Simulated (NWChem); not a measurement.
All runs are NWChem calculations. System: Sb, charge 0, spin multiplicity 4. Its SCF solution wasn't tested for a lower state. Level: UB3LYP/def2-TZVPD with def2 effective core potentials on Sb, VWN1-RPA local correlation.

The NWChem input:

```
start mol
memory heap 200 mb stack 900 mb global 1100 mb
geometry units angstroms nocenter noautoz
  Sb     0.000000     0.000000     0.000000
  symmetry group D2h
end
basis spherical
  * library def2-tzvpd
end
ecp
  Sb library def2-ecp
end
dft
  xc b3lyp
  odft
  mult 4
  semidirect memsize 60000000 filesize 0
  iterations 100
end
task dft energy
```

Part of the output:

```
             Northwest Computational Chemistry Package (NWChem) 7.3.0
             --------------------------------------------------------

                                NWChem Input Module
                                -------------------

 Scaling coordinates for geometry "geometry" by  1.889725989
 (inverse scale =  0.529177249)

                             Geometry "geometry" -> ""
                             -------------------------

 Output coordinates in angstroms (scale by  1.889725989 to convert to a.u.)

  No.       Tag          Charge          X              Y              Z
 ---- ---------------- ---------- -------------- -------------- --------------
    1 Sb                  51.0000     0.00000000     0.00000000     0.00000000

 Effective nuclear repulsion energy (a.u.)       0.0000000000

            Nuclear Dipole moment (a.u.)
            ----------------------------
        X                 Y               Z
 ---------------- ---------------- ----------------
     0.0000000000     0.0000000000     0.0000000000

      Symmetry information
      --------------------

 Group name             D2h
 Group number             26
 Group order               8
 No. of unique centers     1

      Symmetry unique atoms

     1


 Summary of "ao basis" -> "" (spherical)
 ------------------------------------------------------------------------------
       Tag                 Description            Shells   Functions and Types
 ---------------- ------------------------------  ------  ---------------------
 *                         def2-tzvpd                 on all atoms

                                 NWChem DFT Module
                                 -----------------

 Summary of "ao basis" -> "ao basis" (spherical)
 ------------------------------------------------------------------------------
       Tag                 Description            Shells   Functions and Types
 ---------------- ------------------------------  ------  ---------------------
 Sb                        def2-tzvpd               18       56   7s5p4d2f

 Summary of "ao basis" -> "ao basis" (spherical)
 ------------------------------------------------------------------------------
       Tag                 Description            Shells   Functions and Types
 ---------------- ------------------------------  ------  ---------------------
 Sb                        def2-tzvpd               18       56   7s5p4d2f

      Symmetry analysis of basis
      --------------------------

        ag         15
        au          2
        b1g         4
        b1u         9
        b2g         4
        b2u         9
        b3g         4
        b3u         9

            General Information
            -------------------
          SCF calculation type: DFT
          Wavefunction type:  spin polarized.
          No. of atoms     :     1
          No. of electrons :    23
           Alpha electrons :    13
            Beta electrons :    10
          Charge           :     0
          Spin multiplicity:     4
          Use of symmetry is: on ; symmetry adaption is: on
          Maximum number of iterations: 100
          AO basis - number of functions:    56
                     number of shells:    18
          Convergence on energy requested:  1.00D-06
          Convergence on density requested:  1.00D-05
          Convergence on gradient requested:  5.00D-04

              XC Information
              --------------
                         B3LYP Method XC Potential
[...]
   Bfn.  Coefficient  Atom+Function         Bfn.  Coefficient  Atom+Function
  ----- ------------  ---------------      ----- ------------  ---------------
    17      0.537211  1 Sb px                11     -0.403782  1 Sb px
    14      0.372636  1 Sb px                20      0.270068  1 Sb px
     8     -0.064061  1 Sb px

 Vector   13  Occ=1.000000D+00  E=-2.257129D-01  Symmetry=b1u
              MO Center=  1.9D-18, -3.0D-18, -2.5D-18, r^2= 2.7D+00
   Bfn.  Coefficient  Atom+Function         Bfn.  Coefficient  Atom+Function
  ----- ------------  ---------------      ----- ------------  ---------------
    19      0.537211  1 Sb pz                13     -0.403782  1 Sb pz
    16      0.372636  1 Sb pz                22      0.270068  1 Sb pz
    10     -0.064061  1 Sb pz

 Vector   14  Occ=0.000000D+00  E= 9.930438D-03  Symmetry=ag
              MO Center=  1.7D-18,  1.8D-19, -2.1D-18, r^2= 9.9D+00
   Bfn.  Coefficient  Atom+Function         Bfn.  Coefficient  Atom+Function
  ----- ------------  ---------------      ----- ------------  ---------------
     7      1.831372  1 Sb s                  6     -1.262564  1 Sb s
     3      0.222579  1 Sb s                  5     -0.214911  1 Sb s
     2     -0.186057  1 Sb s                  4      0.098979  1 Sb s
     1      0.092079  1 Sb s

 Vector   15  Occ=0.000000D+00  E= 6.825807D-02  Symmetry=ag
              MO Center=  5.3D-15,  1.6D-16,  1.3D-14, r^2= 8.6D+00
   Bfn.  Coefficient  Atom+Function         Bfn.  Coefficient  Atom+Function
  ----- ------------  ---------------      ----- ------------  ---------------
    40      0.912538  1 Sb d  0              25     -0.123848  1 Sb d  0
    35      0.107084  1 Sb d  0              30      0.057105  1 Sb d  0

 Vector   16  Occ=0.000000D+00  E= 6.825807D-02  Symmetry=b3g
              MO Center=  4.4D-26,  1.0D-18, -6.6D-24, r^2= 8.6D+00
   Bfn.  Coefficient  Atom+Function         Bfn.  Coefficient  Atom+Function
  ----- ------------  ---------------      ----- ------------  ---------------
    39      0.912538  1 Sb d -1              24     -0.123848  1 Sb d -1
    34      0.107084  1 Sb d -1              29      0.057105  1 Sb d -1

                     DFT Final Beta Molecular Orbital Analysis
                     -----------------------------------------

 Vector    8  Occ=1.000000D+00  E=-1.293336D+00  Symmetry=ag
              MO Center=  6.5D-33,  2.8D-33,  4.3D-34, r^2= 3.5D-01
   Bfn.  Coefficient  Atom+Function         Bfn.  Coefficient  Atom+Function
  ----- ------------  ---------------      ----- ------------  ---------------
    27      0.908044  1 Sb d  2              32      0.155283  1 Sb d  2

 Vector    9  Occ=1.000000D+00  E=-1.293336D+00  Symmetry=b1g
              MO Center=  1.8D-33, -5.3D-33,  1.3D-33, r^2= 3.5D-01
   Bfn.  Coefficient  Atom+Function         Bfn.  Coefficient  Atom+Function
  ----- ------------  ---------------      ----- ------------  ---------------
    23      0.908044  1 Sb d -2              28      0.155283  1 Sb d -2

 Vector   10  Occ=1.000000D+00  E=-4.634564D-01  Symmetry=ag
              MO Center= -2.4D-21, -5.1D-19, -4.9D-19, r^2= 1.6D+00
   Bfn.  Coefficient  Atom+Function         Bfn.  Coefficient  Atom+Function
  ----- ------------  ---------------      ----- ------------  ---------------
     5      0.825675  1 Sb s                  3     -0.557432  1 Sb s
     2      0.505548  1 Sb s                  6      0.417265  1 Sb s
     4     -0.346166  1 Sb s                  1     -0.250286  1 Sb s

 Vector   11  Occ=0.000000D+00  E=-1.155447D-01  Symmetry=b1u
              MO Center=  1.3D-31, -2.1D-31, -2.3D-21, r^2= 3.2D+00
   Bfn.  Coefficient  Atom+Function         Bfn.  Coefficient  Atom+Function
  ----- ------------  ---------------      ----- ------------  ---------------
    22      0.427649  1 Sb pz                19      0.409953  1 Sb pz
    13     -0.374445  1 Sb pz                16      0.356639  1 Sb pz
    10     -0.059355  1 Sb pz

 Vector   12  Occ=0.000000D+00  E=-1.155447D-01  Symmetry=b2u
              MO Center= -5.2D-33, -7.8D-22,  1.6D-32, r^2= 3.2D+00
   Bfn.  Coefficient  Atom+Function         Bfn.  Coefficient  Atom+Function
  ----- ------------  ---------------      ----- ------------  ---------------
    21      0.427649  1 Sb py                18      0.409953  1 Sb py
    12     -0.374445  1 Sb py                15      0.356639  1 Sb py
     9     -0.059355  1 Sb py

 Vector   13  Occ=0.000000D+00  E=-1.155447D-01  Symmetry=b3u
              MO Center=  1.9D-21,  3.9D-33,  1.4D-31, r^2= 3.2D+00
   Bfn.  Coefficient  Atom+Function         Bfn.  Coefficient  Atom+Function
  ----- ------------  ---------------      ----- ------------  ---------------
    20      0.427649  1 Sb px                17      0.409953  1 Sb px
    11     -0.374445  1 Sb px                14      0.356639  1 Sb px
     8     -0.059355  1 Sb px

   alpha - beta orbital overlaps
   -----------------------------

   alpha      1      2      3      4      5      6      7      8      9     10
    beta      1      3      2      4      5      7      6      9      8     10
 overlap   1.000  1.000  1.000  1.000  1.000  1.000  1.000  1.000  1.000  1.000

   alpha     11     12     13     14     15     16     17     18     19     20
    beta     12     13     11     14     15     17     16     19     18     21
 overlap   0.995  0.995  0.995  1.000  0.996  0.996  0.996  0.996  0.996  0.995

   alpha     21     22     23     24     25     26     27     28     29     30
    beta     20     22     23     24     25     26     27     28     30     29
 overlap   0.995  0.995  0.996  0.996  0.996  0.996  0.996  1.000  1.000  1.000

   alpha     31     32     33     34     35     36     37     38     39     40
    beta     32     31     33     34     35     36     37     38     39     40
 overlap   1.000  1.000  1.000  1.000  1.000  1.000  1.000  1.000  1.000  1.000

   alpha     41     42     43     44     45     46     47     48     49     50
    beta     41     42     43     44     45     46     48     47     49     50
 overlap   1.000  1.000  1.000  1.000  1.000  1.000  1.000  1.000  1.000  1.000

   alpha     51     52     53     54     55     56
    beta     51     52     53     54     55     56
 overlap   1.000  1.000  1.000  1.000  1.000  1.000

     --------------------------
     Expectation value of S2:
     --------------------------
      <S2> =      3.7506 (Exact =     3.7500)

 Task  times  cpu:        0.9s     wall:        0.9s

 Total times  cpu:        1.0s     wall:        1.0s
```
